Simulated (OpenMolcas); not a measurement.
## Pr4+ in a ligand field

Pr4+ with 8 ligands (fluoride) in cubic eightfold coordination (Oh) at 2.4 Å. A charge of +0.5 e stands 2.8 Å behind each ligand. Ligand basis ANO-RCC-VDZP.

```json
{
  "Program": "OpenMolcas 26.06",
  "Method": "CASSCF",
  "Basis": "ANO-RCC-VDZP [7s6p4d2f1g]",
  "Scalar Hamiltonian": "DKH2, point nucleus",
  "Active space": "1 electron in 7 orbitals (4f)",
  "State averaging": "2S+1 = 2 odd, 7 roots",
  "Spin-orbit coupling": "state interaction with AMFI integrals over the reference wave functions"
}
```

The lowest spin-free states (labels of O, the rotations of Oh), above the lowest:

```csv
State,Degeneracy,E (cm-1),Free-ion L (%)
2T2,3,0.0,F (100)
2T1,3,35.9,F (100)
2A2,1,1464,F (100)
```

The lowest levels with spin-orbit coupling:

```json
{"E (cm-1)": "0.0", "Degeneracy": "4", "Label": "Γ8", "2S+1": "2", "J": "2.50", "|mJ| (%)": "1/2 (50)", "g": ""}
{"E (cm-1)": "441.6", "Degeneracy": "2", "Label": "Γ7", "2S+1": "2", "J": "2.55", "|mJ| (%)": "3/2 (81)", "g": "1.46 1.46 1.46"}
{"E (cm-1)": "3095", "Degeneracy": "4", "Label": "Γ8", "2S+1": "2", "J": "3.51", "|mJ| (%)": "3/2 (38)", "g": ""}
{"E (cm-1)": "3100", "Degeneracy": "2", "Label": "Γ6", "2S+1": "2", "J": "3.51", "|mJ| (%)": "1/2 (58)", "g": "2.65 2.65 2.65"}
{"E (cm-1)": "4073", "Degeneracy": "2", "Label": "Γ7", "2S+1": "2", "J": "3.45", "|mJ| (%)": "5/2 (73)", "g": "3.46 3.46 3.46"}
```

Powder χT (cm3 K/mol): 0.49 at 2 K, 0.497 at 10 K, 0.533 at 50 K, 0.576 at 100 K, 0.649 at 200 K, 0.695 at 300 K. The effective moment at 300 K is 2.828 √(χT) = 2.36 μB.

Hund's rules give f1 the level 2F5/2 with g = 0.857, so an isolated free-ion multiplet has χT = g² J(J+1) / 8 = 0.804 cm3 K/mol. The computed 0.695 at 300 K differs by -14 %, through the field's splitting, the mixing of terms and any other multiplet in reach.

Stevens parameters of the J = 5/2 multiplet, which is 442 cm-1 wide (cm-1, z along the main axis): B40 = -1.220e+00, B44 = -6.182e+00.

Metal share of the active 4f orbitals (Löwdin): 98, 99, 99, 99, 100, 100, 100 %; Mulliken charge of the metal 2.97.

The distance lies 6 % over the 2.27 Å that this model takes as the normal distance (a Shannon-type radius plus a fixed donor radius); by an R⁻⁵ law this alone changes a d-shell field by about -24 %. No measured value stands beside these numbers; the geometry was imposed, not optimised, and the real ion may take another.
